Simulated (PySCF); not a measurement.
CH5FGeO. Atoms are numbered in the order given.

```xyz
9

Ge     0.5531     0.0620    -0.3031
F      0.8606     0.8667     1.2113
O     -0.8868    -0.9282    -0.0966
C     -2.1413    -0.3433     0.1408
H      1.7062    -0.9012    -0.5724
H      0.2948     1.1858    -1.3184
H     -2.2092     0.0896     1.1544
H     -2.3823     0.4537    -0.5887
H     -2.9109    -1.1250     0.0503
```

Coordinates come from a PBE0-D3(BJ)/def2-SVP optimisation. The values are those of a single conformer.

Method: PBE0/def2-TZVP (PySCF).

Atomic charges (e):

```csv
atom,Löwdin,meta-Löwdin
Ge1,0.39,___
F2,-0.16,___
O3,-0.04,-0.59
C4,-0.39,___
H5,-0.05,-0.06
H6,-0.06,-0.08
H7,0.11,0.11
H8,0.10,0.10
H9,0.11,0.12
```

Q: Some entries are withheld; supply them. (The exact figures need the calculation; the answer reports its results.)

A: 
- Ge1, meta-Löwdin: 1.05
- F2, meta-Löwdin: -0.52
- C4, meta-Löwdin: -0.12
